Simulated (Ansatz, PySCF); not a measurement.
Bond stretch in CH (cation, charge +1), singlet.

- UHF/cc-pVDZ (Ansatz, a program for electronic structure)
- RHF/cc-pVDZ (Ansatz)
- UKS-B3LYP = unrestricted B3LYP/cc-pVDZ (Ansatz)
- RKS-B3LYP = Ansatz with restricted B3LYP/cc-pVDZ
- UKS-PBE = unrestricted PBE/cc-pVDZ run with Ansatz
- RKS-PBE = Ansatz with restricted PBE/cc-pVDZ
- UKS-B3LYP/6-31G* = unrestricted B3LYP/6-31G*, spherical d (PySCF)
- RKS-B3LYP/6-31G* = restricted B3LYP/6-31G*, spherical d (PySCF 2.14.0)
- UKS-BP86/6-31G* = unrestricted BP86/6-31G*, spherical d (PySCF)
- RKS-BP86/6-31G* = restricted BP86/6-31G*, spherical d in PySCF
- UKS-LDA (SVWN5)/6-31G* = unrestricted LDA (SVWN5)/6-31G*, spherical d in PySCF
- RKS-LDA (SVWN5)/6-31G* = restricted LDA (SVWN5)/6-31G*, spherical d in PySCF

Scanned distances (Å): 0.84, 0.92, 0.97, 1.04, 1.07, 1.09, 1.14, 1.17, 1.19, 1.26, 1.33, 1.42, 1.55, 1.71, 1.88, 2.05, 2.31, 2.50, 2.81, 3.06, 3.46, 3.94, 4.49.

Q: Where does the unrestricted solution first break spin symmetry (<S²> of 0.01 or more)?

A: UHF: already at 0.84 Å; UKS-B3LYP: already at 0.84 Å; UKS-PBE: already at 0.84 Å; UKS-B3LYP/6-31G*: already at 0.84 Å; UKS-BP86/6-31G*: already at 0.84 Å; UKS-LDA (SVWN5)/6-31G*: already at 0.84 Å.

```json
[
 {"R / Å": "0.84", "<S²> UHF": "0.54", "E(RHF) − E(UHF) / kJ/mol": "30.9", "<S²> UKS-B3LYP": "0.34", "E(RKS-B3LYP) − E(UKS-B3LYP) / kJ/mol": "8.5", "<S²> UKS-PBE": "0.41", "E(RKS-PBE) − E(UKS-PBE) / kJ/mol": "12.7", "<S²> UKS-B3LYP/6-31G*": "0.33", "E(RKS-B3LYP/6-31G*) − E(UKS-B3LYP/6-31G*) / kJ/mol": "8.2", "<S²> UKS-BP86/6-31G*": "0.36", "E(RKS-BP86/6-31G*) − E(UKS-BP86/6-31G*) / kJ/mol": "10.0", "<S²> UKS-LDA (SVWN5)/6-31G*": "0.23", "E(RKS-LDA (SVWN5)/6-31G*) − E(UKS-LDA (SVWN5)/6-31G*) / kJ/mol": "3.2"},
 {"R / Å": "0.92", "<S²> UHF": "0.53", "E(RHF) − E(UHF) / kJ/mol": "28.6", "<S²> UKS-B3LYP": "0.31", "E(RKS-B3LYP) − E(UKS-B3LYP) / kJ/mol": "7.0", "<S²> UKS-PBE": "0.38", "E(RKS-PBE) − E(UKS-PBE) / kJ/mol": "10.5", "<S²> UKS-B3LYP/6-31G*": "0.31", "E(RKS-B3LYP/6-31G*) − E(UKS-B3LYP/6-31G*) / kJ/mol": "7.0", "<S²> UKS-BP86/6-31G*": "0.34", "E(RKS-BP86/6-31G*) − E(UKS-BP86/6-31G*) / kJ/mol": "8.3", "<S²> UKS-LDA (SVWN5)/6-31G*": "0.20", "E(RKS-LDA (SVWN5)/6-31G*) − E(UKS-LDA (SVWN5)/6-31G*) / kJ/mol": "2.2"},
 {"R / Å": "0.97", "<S²> UHF": "0.52", "E(RHF) − E(UHF) / kJ/mol": "27.4", "<S²> UKS-B3LYP": "0.30", "E(RKS-B3LYP) − E(UKS-B3LYP) / kJ/mol": "6.3", "<S²> UKS-PBE": "0.36", "E(RKS-PBE) − E(UKS-PBE) / kJ/mol": "9.4", "<S²> UKS-B3LYP/6-31G*": "0.30", "E(RKS-B3LYP/6-31G*) − E(UKS-B3LYP/6-31G*) / kJ/mol": "6.3", "<S²> UKS-BP86/6-31G*": "0.32", "E(RKS-BP86/6-31G*) − E(UKS-BP86/6-31G*) / kJ/mol": "7.5", "<S²> UKS-LDA (SVWN5)/6-31G*": "0.18", "E(RKS-LDA (SVWN5)/6-31G*) − E(UKS-LDA (SVWN5)/6-31G*) / kJ/mol": "1.7"},
 {"R / Å": "1.04", "<S²> UHF": "0.51", "E(RHF) − E(UHF) / kJ/mol": "26.0", "<S²> UKS-B3LYP": "0.28", "E(RKS-B3LYP) − E(UKS-B3LYP) / kJ/mol": "5.4", "<S²> UKS-PBE": "0.34", "E(RKS-PBE) − E(UKS-PBE) / kJ/mol": "8.1", "<S²> UKS-B3LYP/6-31G*": "0.28", "E(RKS-B3LYP/6-31G*) − E(UKS-B3LYP/6-31G*) / kJ/mol": "5.5", "<S²> UKS-BP86/6-31G*": "0.31", "E(RKS-BP86/6-31G*) − E(UKS-BP86/6-31G*) / kJ/mol": "6.4", "<S²> UKS-LDA (SVWN5)/6-31G*": "0.15", "E(RKS-LDA (SVWN5)/6-31G*) − E(UKS-LDA (SVWN5)/6-31G*) / kJ/mol": "1.1"},
 {"R / Å": "1.07", "<S²> UHF": "0.51", "E(RHF) − E(UHF) / kJ/mol": "25.6", "<S²> UKS-B3LYP": "0.27", "E(RKS-B3LYP) − E(UKS-B3LYP) / kJ/mol": "5.1", "<S²> UKS-PBE": "0.34", "E(RKS-PBE) − E(UKS-PBE) / kJ/mol": "7.7", "<S²> UKS-B3LYP/6-31G*": "0.27", "E(RKS-B3LYP/6-31G*) − E(UKS-B3LYP/6-31G*) / kJ/mol": "5.2", "<S²> UKS-BP86/6-31G*": "0.30", "E(RKS-BP86/6-31G*) − E(UKS-BP86/6-31G*) / kJ/mol": "6.0", "<S²> UKS-LDA (SVWN5)/6-31G*": "0.14", "E(RKS-LDA (SVWN5)/6-31G*) − E(UKS-LDA (SVWN5)/6-31G*) / kJ/mol": "1.0"},
 {"R / Å": "1.09", "<S²> UHF": "0.51", "E(RHF) − E(UHF) / kJ/mol": "25.3", "<S²> UKS-B3LYP": "0.27", "E(RKS-B3LYP) − E(UKS-B3LYP) / kJ/mol": "4.9", "<S²> UKS-PBE": "0.33", "E(RKS-PBE) − E(UKS-PBE) / kJ/mol": "7.4", "<S²> UKS-B3LYP/6-31G*": "0.27", "E(RKS-B3LYP/6-31G*) − E(UKS-B3LYP/6-31G*) / kJ/mol": "5.1", "<S²> UKS-BP86/6-31G*": "0.29", "E(RKS-BP86/6-31G*) − E(UKS-BP86/6-31G*) / kJ/mol": "5.8", "<S²> UKS-LDA (SVWN5)/6-31G*": "0.13", "E(RKS-LDA (SVWN5)/6-31G*) − E(UKS-LDA (SVWN5)/6-31G*) / kJ/mol": "0.9"},
 {"R / Å": "1.14", "<S²> UHF": "0.51", "E(RHF) − E(UHF) / kJ/mol": "24.6", "<S²> UKS-B3LYP": "0.26", "E(RKS-B3LYP) − E(UKS-B3LYP) / kJ/mol": "4.5", "<S²> UKS-PBE": "0.32", "E(RKS-PBE) − E(UKS-PBE) / kJ/mol": "6.8", "<S²> UKS-B3LYP/6-31G*": "0.26", "E(RKS-B3LYP/6-31G*) − E(UKS-B3LYP/6-31G*) / kJ/mol": "4.7", "<S²> UKS-BP86/6-31G*": "0.28", "E(RKS-BP86/6-31G*) − E(UKS-BP86/6-31G*) / kJ/mol": "5.3", "<S²> UKS-LDA (SVWN5)/6-31G*": "0.12", "E(RKS-LDA (SVWN5)/6-31G*) − E(UKS-LDA (SVWN5)/6-31G*) / kJ/mol": "0.7"},
 {"R / Å": "1.17", "<S²> UHF": "0.51", "E(RHF) − E(UHF) / kJ/mol": "24.3", "<S²> UKS-B3LYP": "0.26", "E(RKS-B3LYP) − E(UKS-B3LYP) / kJ/mol": "4.4", "<S²> UKS-PBE": "0.32", "E(RKS-PBE) − E(UKS-PBE) / kJ/mol": "6.5", "<S²> UKS-B3LYP/6-31G*": "0.26", "E(RKS-B3LYP/6-31G*) − E(UKS-B3LYP/6-31G*) / kJ/mol": "4.5", "<S²> UKS-BP86/6-31G*": "0.28", "E(RKS-BP86/6-31G*) − E(UKS-BP86/6-31G*) / kJ/mol": "5.1", "<S²> UKS-LDA (SVWN5)/6-31G*": "0.11", "E(RKS-LDA (SVWN5)/6-31G*) − E(UKS-LDA (SVWN5)/6-31G*) / kJ/mol": "0.6"},
 {"R / Å": "1.19", "<S²> UHF": "0.51", "E(RHF) − E(UHF) / kJ/mol": "24.1", "<S²> UKS-B3LYP": "0.26", "E(RKS-B3LYP) − E(UKS-B3LYP) / kJ/mol": "4.3", "<S²> UKS-PBE": "0.31", "E(RKS-PBE) − E(UKS-PBE) / kJ/mol": "6.3", "<S²> UKS-B3LYP/6-31G*": "0.26", "E(RKS-B3LYP/6-31G*) − E(UKS-B3LYP/6-31G*) / kJ/mol": "4.4", "<S²> UKS-BP86/6-31G*": "0.28", "E(RKS-BP86/6-31G*) − E(UKS-BP86/6-31G*) / kJ/mol": "4.9", "<S²> UKS-LDA (SVWN5)/6-31G*": "0.11", "E(RKS-LDA (SVWN5)/6-31G*) − E(UKS-LDA (SVWN5)/6-31G*) / kJ/mol": "0.5"},
 {"R / Å": "1.26", "<S²> UHF": "0.51", "E(RHF) − E(UHF) / kJ/mol": "23.5", "<S²> UKS-B3LYP": "0.25", "E(RKS-B3LYP) − E(UKS-B3LYP) / kJ/mol": "4.0", "<S²> UKS-PBE": "0.31", "E(RKS-PBE) − E(UKS-PBE) / kJ/mol": "5.8", "<S²> UKS-B3LYP/6-31G*": "0.25", "E(RKS-B3LYP/6-31G*) − E(UKS-B3LYP/6-31G*) / kJ/mol": "4.2", "<S²> UKS-BP86/6-31G*": "0.27", "E(RKS-BP86/6-31G*) − E(UKS-BP86/6-31G*) / kJ/mol": "4.6", "<S²> UKS-LDA (SVWN5)/6-31G*": "0.09", "E(RKS-LDA (SVWN5)/6-31G*) − E(UKS-LDA (SVWN5)/6-31G*) / kJ/mol": "0.4"},
 {"R / Å": "1.33", "<S²> UHF": "0.51", "E(RHF) − E(UHF) / kJ/mol": "23.2", "<S²> UKS-B3LYP": "0.25", "E(RKS-B3LYP) − E(UKS-B3LYP) / kJ/mol": "3.9", "<S²> UKS-PBE": "0.30", "E(RKS-PBE) − E(UKS-PBE) / kJ/mol": "5.6", "<S²> UKS-B3LYP/6-31G*": "0.26", "E(RKS-B3LYP/6-31G*) − E(UKS-B3LYP/6-31G*) / kJ/mol": "4.1", "<S²> UKS-BP86/6-31G*": "0.27", "E(RKS-BP86/6-31G*) − E(UKS-BP86/6-31G*) / kJ/mol": "4.4", "<S²> UKS-LDA (SVWN5)/6-31G*": "0.09", "E(RKS-LDA (SVWN5)/6-31G*) − E(UKS-LDA (SVWN5)/6-31G*) / kJ/mol": "0.4"},
 {"R / Å": "1.42", "<S²> UHF": "0.52", "E(RHF) − E(UHF) / kJ/mol": "23.2", "<S²> UKS-B3LYP": "0.26", "E(RKS-B3LYP) − E(UKS-B3LYP) / kJ/mol": "4.0", "<S²> UKS-PBE": "0.31", "E(RKS-PBE) − E(UKS-PBE) / kJ/mol": "5.7", "<S²> UKS-B3LYP/6-31G*": "0.26", "E(RKS-B3LYP/6-31G*) − E(UKS-B3LYP/6-31G*) / kJ/mol": "4.2", "<S²> UKS-BP86/6-31G*": "0.28", "E(RKS-BP86/6-31G*) − E(UKS-BP86/6-31G*) / kJ/mol": "4.6", "<S²> UKS-LDA (SVWN5)/6-31G*": "0.10", "E(RKS-LDA (SVWN5)/6-31G*) − E(UKS-LDA (SVWN5)/6-31G*) / kJ/mol": "0.5"},
 {"R / Å": "1.55", "<S²> UHF": "0.53", "E(RHF) − E(UHF) / kJ/mol": "23.8", "<S²> UKS-B3LYP": "0.29", "E(RKS-B3LYP) − E(UKS-B3LYP) / kJ/mol": "4.8", "<S²> UKS-PBE": "0.34", "E(RKS-PBE) − E(UKS-PBE) / kJ/mol": "6.7", "<S²> UKS-B3LYP/6-31G*": "0.29", "E(RKS-B3LYP/6-31G*) − E(UKS-B3LYP/6-31G*) / kJ/mol": "5.0", "<S²> UKS-BP86/6-31G*": "0.30", "E(RKS-BP86/6-31G*) − E(UKS-BP86/6-31G*) / kJ/mol": "5.5", "<S²> UKS-LDA (SVWN5)/6-31G*": "0.14", "E(RKS-LDA (SVWN5)/6-31G*) − E(UKS-LDA (SVWN5)/6-31G*) / kJ/mol": "0.8"},
 {"R / Å": "1.71", "<S²> UHF": "0.71", "E(RHF) − E(UHF) / kJ/mol": "30.3", "<S²> UKS-B3LYP": "0.35", "E(RKS-B3LYP) − E(UKS-B3LYP) / kJ/mol": "6.7", "<S²> UKS-PBE": "0.39", "E(RKS-PBE) − E(UKS-PBE) / kJ/mol": "9.1", "<S²> UKS-B3LYP/6-31G*": "0.35", "E(RKS-B3LYP/6-31G*) − E(UKS-B3LYP/6-31G*) / kJ/mol": "7.0", "<S²> UKS-BP86/6-31G*": "0.36", "E(RKS-BP86/6-31G*) − E(UKS-BP86/6-31G*) / kJ/mol": "7.8", "<S²> UKS-LDA (SVWN5)/6-31G*": "0.22", "E(RKS-LDA (SVWN5)/6-31G*) − E(UKS-LDA (SVWN5)/6-31G*) / kJ/mol": "2.1"},
 {"R / Å": "1.88", "<S²> UHF": "0.95", "E(RHF) − E(UHF) / kJ/mol": "65.4", "<S²> UKS-B3LYP": "0.42", "E(RKS-B3LYP) − E(UKS-B3LYP) / kJ/mol": "10.2", "<S²> UKS-PBE": "0.46", "E(RKS-PBE) − E(UKS-PBE) / kJ/mol": "13.3", "<S²> UKS-B3LYP/6-31G*": "0.42", "E(RKS-B3LYP/6-31G*) − E(UKS-B3LYP/6-31G*) / kJ/mol": "10.5", "<S²> UKS-BP86/6-31G*": "0.44", "E(RKS-BP86/6-31G*) − E(UKS-BP86/6-31G*) / kJ/mol": "11.8", "<S²> UKS-LDA (SVWN5)/6-31G*": "0.32", "E(RKS-LDA (SVWN5)/6-31G*) − E(UKS-LDA (SVWN5)/6-31G*) / kJ/mol": "4.7"},
 {"R / Å": "2.05", "<S²> UHF": "1.06", "E(RHF) − E(UHF) / kJ/mol": "113.1", "<S²> UKS-B3LYP": "0.65", "E(RKS-B3LYP) − E(UKS-B3LYP) / kJ/mol": "19.6", "<S²> UKS-PBE": "0.54", "E(RKS-PBE) − E(UKS-PBE) / kJ/mol": "18.9", "<S²> UKS-B3LYP/6-31G*": "0.65", "E(RKS-B3LYP/6-31G*) − E(UKS-B3LYP/6-31G*) / kJ/mol": "20.2", "<S²> UKS-BP86/6-31G*": "0.52", "E(RKS-BP86/6-31G*) − E(UKS-BP86/6-31G*) / kJ/mol": "17.1", "<S²> UKS-LDA (SVWN5)/6-31G*": "0.42", "E(RKS-LDA (SVWN5)/6-31G*) − E(UKS-LDA (SVWN5)/6-31G*) / kJ/mol": "8.8"},
 {"R / Å": "2.31", "<S²> UHF": "1.03", "E(RHF) − E(UHF) / kJ/mol": "181.7", "<S²> UKS-B3LYP": "0.92", "E(RKS-B3LYP) − E(UKS-B3LYP) / kJ/mol": "49.4", "<S²> UKS-PBE": "0.92", "E(RKS-PBE) − E(UKS-PBE) / kJ/mol": "41.3", "<S²> UKS-B3LYP/6-31G*": "0.91", "E(RKS-B3LYP/6-31G*) − E(UKS-B3LYP/6-31G*) / kJ/mol": "50.1", "<S²> UKS-BP86/6-31G*": "0.82", "E(RKS-BP86/6-31G*) − E(UKS-BP86/6-31G*) / kJ/mol": "33.4", "<S²> UKS-LDA (SVWN5)/6-31G*": "0.69", "E(RKS-LDA (SVWN5)/6-31G*) − E(UKS-LDA (SVWN5)/6-31G*) / kJ/mol": "19.4"},
 {"R / Å": "2.50", "<S²> UHF": "1.02", "E(RHF) − E(UHF) / kJ/mol": "225.1", "<S²> UKS-B3LYP": "1.01", "E(RKS-B3LYP) − E(UKS-B3LYP) / kJ/mol": "73.8", "<S²> UKS-PBE": "1.00", "E(RKS-PBE) − E(UKS-PBE) / kJ/mol": "64.5", "<S²> UKS-B3LYP/6-31G*": "1.01", "E(RKS-B3LYP/6-31G*) − E(UKS-B3LYP/6-31G*) / kJ/mol": "74.9", "<S²> UKS-BP86/6-31G*": "0.97", "E(RKS-BP86/6-31G*) − E(UKS-BP86/6-31G*) / kJ/mol": "52.8", "<S²> UKS-LDA (SVWN5)/6-31G*": "0.87", "E(RKS-LDA (SVWN5)/6-31G*) − E(UKS-LDA (SVWN5)/6-31G*) / kJ/mol": "34.8"},
 {"R / Å": "2.81", "<S²> UHF": "1.01", "E(RHF) − E(UHF) / kJ/mol": "283.6", "<S²> UKS-B3LYP": "1.00", "E(RKS-B3LYP) − E(UKS-B3LYP) / kJ/mol": "105.1", "<S²> UKS-PBE": "1.00", "E(RKS-PBE) − E(UKS-PBE) / kJ/mol": "93.9", "<S²> UKS-B3LYP/6-31G*": "1.00", "E(RKS-B3LYP/6-31G*) − E(UKS-B3LYP/6-31G*) / kJ/mol": "107.3", "<S²> UKS-BP86/6-31G*": "1.00", "E(RKS-BP86/6-31G*) − E(UKS-BP86/6-31G*) / kJ/mol": "81.9", "<S²> UKS-LDA (SVWN5)/6-31G*": "1.00", "E(RKS-LDA (SVWN5)/6-31G*) − E(UKS-LDA (SVWN5)/6-31G*) / kJ/mol": "62.3"},
 {"R / Å": "3.06", "<S²> UHF": "1.01", "E(RHF) − E(UHF) / kJ/mol": "320.6", "<S²> UKS-B3LYP": "1.00", "E(RKS-B3LYP) − E(UKS-B3LYP) / kJ/mol": "123.2", "<S²> UKS-PBE": "1.00", "E(RKS-PBE) − E(UKS-PBE) / kJ/mol": "110.7", "<S²> UKS-B3LYP/6-31G*": "1.00", "E(RKS-B3LYP/6-31G*) − E(UKS-B3LYP/6-31G*) / kJ/mol": "126.1", "<S²> UKS-BP86/6-31G*": "1.00", "E(RKS-BP86/6-31G*) − E(UKS-BP86/6-31G*) / kJ/mol": "98.7", "<S²> UKS-LDA (SVWN5)/6-31G*": "1.00", "E(RKS-LDA (SVWN5)/6-31G*) − E(UKS-LDA (SVWN5)/6-31G*) / kJ/mol": "79.5"},
 {"R / Å": "3.46", "<S²> UHF": "1.01", "E(RHF) − E(UHF) / kJ/mol": "364.1", "<S²> UKS-B3LYP": "1.00", "E(RKS-B3LYP) − E(UKS-B3LYP) / kJ/mol": "142.9", "<S²> UKS-PBE": "1.00", "E(RKS-PBE) − E(UKS-PBE) / kJ/mol": "128.7", "<S²> UKS-B3LYP/6-31G*": "1.00", "E(RKS-B3LYP/6-31G*) − E(UKS-B3LYP/6-31G*) / kJ/mol": "146.3", "<S²> UKS-BP86/6-31G*": "1.00", "E(RKS-BP86/6-31G*) − E(UKS-BP86/6-31G*) / kJ/mol": "116.7", "<S²> UKS-LDA (SVWN5)/6-31G*": "1.00", "E(RKS-LDA (SVWN5)/6-31G*) − E(UKS-LDA (SVWN5)/6-31G*) / kJ/mol": "98.0"},
 {"R / Å": "3.94", "<S²> UHF": "1.01", "E(RHF) − E(UHF) / kJ/mol": "396.8", "<S²> UKS-B3LYP": "1.00", "E(RKS-B3LYP) − E(UKS-B3LYP) / kJ/mol": "156.6", "<S²> UKS-PBE": "1.00", "E(RKS-PBE) − E(UKS-PBE) / kJ/mol": "140.7", "<S²> UKS-B3LYP/6-31G*": "1.00", "E(RKS-B3LYP/6-31G*) − E(UKS-B3LYP/6-31G*) / kJ/mol": "160.2", "<S²> UKS-BP86/6-31G*": "1.00", "E(RKS-BP86/6-31G*) − E(UKS-BP86/6-31G*) / kJ/mol": "128.6", "<S²> UKS-LDA (SVWN5)/6-31G*": "1.00", "E(RKS-LDA (SVWN5)/6-31G*) − E(UKS-LDA (SVWN5)/6-31G*) / kJ/mol": "110.6"},
 {"R / Å": "4.49", "<S²> UHF": "1.01", "E(RHF) − E(UHF) / kJ/mol": "417.4", "<S²> UKS-B3LYP": "1.00", "E(RKS-B3LYP) − E(UKS-B3LYP) / kJ/mol": "164.7", "<S²> UKS-PBE": "1.00", "E(RKS-PBE) − E(UKS-PBE) / kJ/mol": "147.5", "<S²> UKS-B3LYP/6-31G*": "1.00", "E(RKS-B3LYP/6-31G*) − E(UKS-B3LYP/6-31G*) / kJ/mol": "168.1", "<S²> UKS-BP86/6-31G*": "1.00", "E(RKS-BP86/6-31G*) − E(UKS-BP86/6-31G*) / kJ/mol": "135.0", "<S²> UKS-LDA (SVWN5)/6-31G*": "1.00", "E(RKS-LDA (SVWN5)/6-31G*) − E(UKS-LDA (SVWN5)/6-31G*) / kJ/mol": "117.5"}
]
```
